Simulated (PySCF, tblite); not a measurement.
Isomers of C6H13OP, one GFN2-xTB conformer each. Single-point energies are computed at PBE0/pcSseg-1 (PySCF, gas phase, no added dispersion term), electronic only.

```json
{"SMILES": "O=[PH]1CCCCCC1", "GFN2-xTB relative energy (kcal/mol)": "0.0"}
{"SMILES": "CCCPCC(C)=O", "GFN2-xTB relative energy (kcal/mol)": "48.9"}
{"SMILES": "CCC[P@@]1(=O)C[C@H]1C", "GFN2-xTB relative energy (kcal/mol)": "34.2"}
```

Conformers: `[O:1]=[PH:2]1[CH2:3][CH2:4][CH2:5][CH2:6][CH2:7][CH2:8]1` with O1–P2–C3–C4 -176°, P2–C3–C4–C5 -52°, C3–C4–C5–C6 75°, C4–C5–C6–C7 -105°; `[CH3:1][CH2:2][CH2:3][PH:4][CH2:5][C:6]([CH3:7])=[O:8]` with C1–C2–C3–P4 178°, C2–C3–P4–C5 174°, C3–P4–C5–C6 -53°, P4–C5–C6–C7 120°; `[CH3:1][CH2:2][CH2:3][P@@:4]1(=[O:5])[CH2:6][C@H:7]1[CH3:8]` with C1–C2–C3–P4 62°, C2–C3–P4–O5 50°.

Question: What does PBE0/pcSseg-1 give for the same structures?

Answer: 
| SMILES | PBE0/pcSseg-1 E (Eh) | PBE0/pcSseg-1 (kcal/mol) | GFN2-xTB (kcal/mol) | point group |
| --- | --- | --- | --- | --- |
| O=[PH]1CCCCCC1 | -652.50991 | 0.0 | 0.0 | C1 |
| CCCPCC(C)=O | -652.48841 | 13.5 | 48.9 | C1 |
| CCC[P@@]1(=O)C[C@H]1C | -652.47670 | 20.8 | 34.2 | C1 |

Both levels put the same isomer lowest; measured from each level's own lowest isomer, the values differ by up to 35.4 kcal/mol (CCCPCC(C)=O: 48.9 against 13.5). As drawn, the highest has a three-membered ring, which the lowest lacks.

Question: Which frontier levels, dipoles and rotational constants go with these structures?

Answer: 
```csv
SMILES,"HOMO (eV, PBE0/pcSseg-1)",LUMO (eV),dipole (D),"A, B, C (MHz)"
O=[PH]1CCCCCC1,-7.31,0.92,4.62,"2493, 1520, 1051"
CCCPCC(C)=O,-6.87,-0.60,2.67,"2439, 887.3, 758.2"
CCC[P@@]1(=O)C[C@H]1C,-6.81,0.90,4.00,"2222, 1424, 1100"
```

Question: What happens when harmonic zero-point energies from GFN2-xTB frequencies are added?

Answer: 
```
               SMILES  ZPE (kcal/mol)  electronic (kcal/mol)  with ZPE (kcal/mol)
       O=[PH]1CCCCCC1           113.6                    0.0                  0.0
          CCCPCC(C)=O           110.2                   13.5                 10.1
CCC[P@@]1(=O)C[C@H]1C           112.0                   20.8                 19.2
```

The zero-point energies span 3.4 kcal/mol. The order is unchanged.
